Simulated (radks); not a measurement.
Results of a calculation; reference values are marked as such.
Species: He I. Configuration: [He]. Level of theory: scalar-relativistic Kohn-Sham, PBE, spin-polarised, spherical densities, finite nucleus; Gaussian nuclear charge, rms radius 1.6755 fm (a radial shooting solver on a logarithmic mesh with Libxc functionals).

Radial electron density D(r) = 4 pi r^2 rho(r):

```
   r/bohr * D(r) (the largest magnitude, 1.7, reaches the edge; | marks zero)
  0.05586 |   *
  0.06555 |    *
  0.07692 |      *
  0.09027 |        *
   0.1059 |          *
   0.1243 |             *
   0.1459 |                 *
   0.1712 |                     *
   0.2009 |                          *
   0.2358 |                                *
   0.2767 |                                     *
   0.3221 |                                           *
    0.378 |                                                *
   0.4435 |                                                    *
   0.5205 |                                                      *
   0.6108 |                                                      *
   0.7168 |                                                   *
   0.8412 |                                              *
   0.9871 |                                       *
    1.158 |                               *
    1.359 |                      *
    1.595 |               *
    1.872 |         *
    2.197 |    *
    2.578 |  *
    3.025 |*
     3.55 *
```

D(r) has 1 maximum, at r = 0.559 bohr.
